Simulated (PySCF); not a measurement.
## How methods differ on the ionisation energy of Ru³⁺

Ru³⁺ [Kr] 4d5 [4d3/2^4 4d5/2^1, M_J = 5/2] → Ru⁴⁺ [Kr] 4d4 [4d3/2^4, M_J = 0], as a difference of total energies. All numbers are calculated (PySCF 2.14, the two-component X2C-1e Hamiltonian, in x2c-SVPall-2c (6s8p6d1f, 67 functions)). Correlated levels: [Ar] 3d10 frozen; the 6 highest virtual spinors dropped. "Screened" scales the spin-orbit matrix elements by Boettger's factors to mimic the two-electron term; Breit and QED terms are absent.

| method | ionisation energy (eV) |
| --- | --- |
| GHF (spin-free) | 45.078 |
| GMP2 (spin-free) | 45.636 |
| GHF (screened spin-orbit) | 44.882 |
| GMP2 (screened spin-orbit) | 45.434 |

Q: How much does correlation contribute at GMP2 (screened spin-orbit)?

A: 45.434 − (44.882) = 0.552 eV, measured against GHF (screened spin-orbit).

The spin-free rows relax to the high-spin LS determinant and lack the spin-orbit shift.

Errors of the correlated levels include the incompleteness of this basis and the frozen core.

The labels give the starting determinants; with spin-orbit coupling the two ends relaxed to ⟨J²⟩ = 8.75, ⟨L²⟩ = 0.02, ⟨S²⟩ = 8.73 and ⟨J²⟩ = 3.62, ⟨L²⟩ = 5.95, ⟨S²⟩ = 5.95.

The determinant of Ru⁴⁺ mixes levels of different J (the jj label is only the starting occupation), so the difference between spin-free and spin-orbit rows is not the physical spin-orbit shift.

For comparison: 45 ± 1.7 eV (theoretical estimate listed by NIST; NIST Atomic Spectra Database, ionization energies).
